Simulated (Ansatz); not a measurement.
Computed with Ansatz on PBE0-D4/def2-TZVP structures; ΔE is electronic, products minus reactants. CBS: MP2 limit from def2 TZ/QZ plus the TZ coupled-cluster correction, frozen cores. This one scheme is used for every species. One conformer a species, not always the lowest.

Reaction (ligand exchange at the Si–C bond): `O=COC[SiH2]S` + `C=N` → `C=N[SiH2]S` + `COC=O`

`O=COC[SiH2]S`:

```xyz
12

O     0.703    1.572    1.863
C     0.073    0.627    2.237
O    -0.735   -0.123    1.488
C    -0.842    0.251    0.104
Si    0.438   -0.660   -0.950
S     0.377    0.284   -2.870
H     0.065    0.241    3.266
H    -0.724    1.332    0.001
H    -1.852   -0.024   -0.203
H     0.071   -2.091   -1.098
H     1.767   -0.564   -0.298
H     0.659   -0.845   -3.540
```

`C=N`:

```xyz
5

C    -0.014   -0.236   -0.310
N    -0.002    0.902    0.231
H     0.034   -1.188    0.230
H    -0.076   -0.300   -1.398
H     0.059    0.823    1.247
```

`C=N[SiH2]S`:

```xyz
9

C    -0.082   -0.968    1.517
N    -0.428   -0.741    0.329
Si    0.439    0.302   -0.759
S    -0.770    1.972   -1.286
H     0.810   -0.534    1.997
H    -0.681   -1.634    2.149
H     0.780   -0.517   -1.946
H     1.663    0.900   -0.154
H    -1.733    1.220   -1.848
```

`COC=O`:

```xyz
8

C     0.037    0.502   -0.895
O     0.731    0.135    0.298
C     0.036   -0.612    1.151
O    -1.089   -0.985    0.997
H    -0.855    1.081   -0.654
H     0.737    1.101   -1.473
H    -0.259   -0.387   -1.453
H     0.661   -0.836    2.028
```

| level | ΔE (kJ/mol) |
| --- | --- |
| HF/def2-TZVPP | -75.7 |
| CCSD/def2-TZVPP | -60.4 |

Question: What does CCSD(T)/CBS give? (Estimate.)

Answer: Computed: -59.2 kJ/mol. The listed levels differ from it by -16.5, -1.2 kJ/mol.

Largest T1 diagnostic among the species: 0.015.

In def2-TZVPP, CCSD(T) changes the Hartree–Fock value by +16.9 kJ/mol (the triples alone add +1.7 kJ/mol) and MP2 by +11.4 kJ/mol.
